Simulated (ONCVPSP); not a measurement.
**Plane-wave convergence, ONCV potential for caesium**

```
Element                 : caesium
Generator               : ONCVPSP 4.0.1
Type                    : optimised norm-conserving Vanderbilt (ONCV)
Functional              : PBE
Relativity              : scalar-relativistic
Frozen core             : [Kr] 4d10
Valence charge          : 9
Reference configuration : 5s2 5p6 6s1
Partial waves           : 5s+6s: rc 2.75 bohr, ncon 4, nbas 9, qcut 4.9 1/bohr, 2 projectors; 5p: rc 2.30 bohr, ncon 5, nbas 8, qcut 2.9 1/bohr, 3 projectors, debl 2.9 Ha; d scattering state at 0.2 Ha: rc 2.30 bohr, ncon 4, nbas 8, qcut 3.9 1/bohr, local
Local potential         : the d channel
Core correction         : none
```

Question: For each optimised wave give the share of its norm inside rc, the residual kinetic energy above qcut (Ha) and the cutoffs (Ha) for errors of 10, 1, 0.1 and 0.01 mHa per electron.

Answer:

| wave | norm inside rc | residual KE | 10 mHa | 1 mHa | 0.1 mHa | 0.01 mHa |
| --- | --- | --- | --- | --- | --- | --- |
| 5s | 0.941 | 1.7e-07 | 5.0 | 7.2 | 8.8 | 10.2 |
| 6s | 0.043 | 9.9e-08 | 1.6 | 5.9 | 8.1 | 9.5 |
| 5p | 0.665 | 8.1e-03 | 3.1 | 27.5 | 35.3 | 39.8 |
| p projector 2 | 0.174 | 8.0e-02 | 8.4 | 23.9 | 39.7 | 45.8 |
| p projector 3 | 0.109 | 1.1e+00 | 11.4 | 22.0 | 40.9 | 58.2 |
| d projector 1 | 0.116 | 6.6e-06 | 2.6 | 4.0 | 5.1 | 6.7 |

The occupied waves need 28 Ha and 35 Ha for 1 and 0.1 mHa.
